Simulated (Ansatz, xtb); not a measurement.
Relative energy of two isomers of C3H4F2O2S

Structure X: `O=S1(=O)C[C@@H](F)[C@@H]1F`, a singlet. Structure Y: `O=S1(=O)CCC1(F)F`, a singlet. Both are isolated molecules in the gas phase, relaxed with B3LYP-D3(BJ)/def2-SVP.

Estimate E(Y) − E(X) at the level CCSD(T)/def2-SVP + ΔMP2/def2-TZVPP.

Calculated at CCSD(T)/def2-SVP + ΔMP2/def2-TZVPP: E(Y) − E(X) = −33.3 kJ/mol, so structure Y lies lower.

How the difference moves with the method:

| level | geometry | E(Y) − E(X) (kJ/mol) | departure from the last row (kJ/mol) | job, with rough time for the two |
| --- | --- | --- | --- | --- |
| B3LYP-D3(BJ)/def2-SVP | B3LYP-D3(BJ)/def2-SVP | −41.2 | −7.8 | optimisation, 72 s |
| HF/def2-SVP | B3LYP-D3(BJ)/def2-SVP | −30.0 | +3.3 | part of the CCSD(T) run |
| MP2/def2-SVP | B3LYP-D3(BJ)/def2-SVP | −46.0 | −12.6 | part of the CCSD(T) run |
| CCSD(T)/def2-SVP | B3LYP-D3(BJ)/def2-SVP | −42.2 | −8.8 | single point |
| CCSD(T)/def2-SVP + ΔMP2/def2-TZVPP | B3LYP-D3(BJ)/def2-SVP | −33.3 |  | single point, 81 s |

As drawn, both hold the same kinds of bond in the same numbers.

None of the levels shown reverses the order. The largest departure from CCSD(T)/def2-SVP + ΔMP2/def2-TZVPP is that of MP2/def2-SVP, 12.6 kJ/mol. Levels run at GFN2-xTB geometries aren't shown. The last row adds to CCSD(T) the change of the MP2 difference between the two basis sets, here +8.8 kJ/mol.

With thermal terms from frequencies at re-optimised GFN2-xTB minima (ideal gas, soft modes damped towards free rotors, one conformer each, 298.15 K, 1 atm): the zero-point term adds +0.5 kJ/mol; ΔH is −32.6 and ΔG −32.9 kJ/mol.

The correlated steps freeze 12 core orbitals. Mirror images aren't counted in ΔG. Programs: Ansatz 0.2.0, xtb 6.7.1; the last row on 4 threads of Arm Neoverse V1 on a shared host.
